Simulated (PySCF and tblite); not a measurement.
The numbers below are computed, except where a source is named.
System: C5H4OS, numbered as in [O:1]=[CH:2][c:3]1[cH:4][cH:5][cH:6][s:7]1.

Two runs for the rotation about the C3–C2 bond (torsion C4–C3–C2–O1 from 0° to 180°, rising) on the same GFN2-xTB geometries. The first, PBE0/pcSseg-1 + D3(BJ), gave a barrier of 10.7 kcal/mol. The second was started with:

```json
{"job": {"kind": "nmr", "xc": "PBE0", "basis": "pcSseg-1", "scf": {"max_cycle": 2}, "pop": false}, "charge": 0, "multiplicity": 1}
```

```
final grid: 100488 points
cycle   1  E = -665.7101524077  dE =  1.429e+00  |g| = 7.831e-01  |ddm| = 3.477e+00
cycle   2  E = -665.1363149035  dE =  5.738e-01  |g| = 1.817e+00  |ddm| = 3.916e+00
SCF not converged, last energy = -665.1363149035
```

Q: What is wrong with the second run, and what did it give?

A: Its fault: too few SCF cycles. The SCF did not converge, so its numbers are no result; the barrier from its energies is -73.3 kcal/mol, off by -84.0.
